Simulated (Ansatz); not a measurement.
Isolated molecules relaxed with PBE0-D4/def2-TZVP in Ansatz; ΔE leaves out vibrations. CCSD(T)/CBS adds triple-zeta CCSD(T) − MP2 to the extrapolated MP2 energy (def2 sets, frozen cores). This one scheme is used for every species. Functionals use def2-TZVPP. B3LYP here is the variant with VWN-RPA as its local correlation; programs differ in this. For Ge outer-core shells are correlated without core-valence functions, which leaves a few kJ/mol of doubt a bond. Scalar relativity is left out up to krypton. One conformer a species, not always the lowest.

Reaction (ligand exchange at the Si–O bond): `O[SiH](O)[O][GeH3]` + H–F → `O[SiH](F)[O][GeH3]` + H₂O

`O[SiH](O)[O][GeH3]`:

```xyz
11

O     1.921    0.664   -0.118
Si    0.627    0.150   -0.971
O     1.111   -1.055   -1.968
O    -0.571   -0.438   -0.041
Ge   -1.399    0.162    1.415
H     2.552    0.001    0.166
H     0.154    1.340   -1.706
H     0.470   -1.744   -2.146
H    -1.626    1.675    1.268
H    -2.726   -0.604    1.473
H    -0.514   -0.151    2.629
```

H–F:

Cartesian coordinates in Å:
```
F 0.425 -0.175 -0.017
H -0.425 0.175 0.017
```

`O[SiH](F)[O][GeH3]`:

Cartesian coordinates in Å:
```
O 0.741 1.689 -0.205
Si -0.778 1.095 -0.136
F -1.378 1.095 -1.615
O -0.704 -0.394 0.457
Ge 0.504 -1.708 0.399
H 0.912 2.455 -0.755
H -1.686 1.916 0.681
H 1.568 -1.408 1.461
H 1.107 -1.757 -1.012
H -0.284 -2.982 0.725
```

H₂O:

Z-matrix (Å, degrees):
```
O
H 1 0.960
H 1 0.960 2 105.1
```

(1) Is it downhill or uphill in electronic energy at CCSD(T)/CBS, and by how much? (Estimate.)

(2) What do these levels give: PBE-D4, PBE0-D4, B2PLYP, PBE0, B3LYP, MP2/CBS(def2)? (Estimate.)

Largest T1 diagnostic among the species: 0.012.

Results:

(1) Computed: Downhill: ΔE = -0.49 eV.

(2) Ansatz gave: PBE-D4 -0.47, PBE0-D4 -0.47, B2PLYP -0.51, PBE0 -0.48, B3LYP -0.53, MP2/CBS(def2) -0.48 eV.

In def2-TZVPP, CCSD(T) changes the Hartree–Fock value by +0.09 eV (the triples alone add +0.02 eV) and MP2 by +0.10 eV.
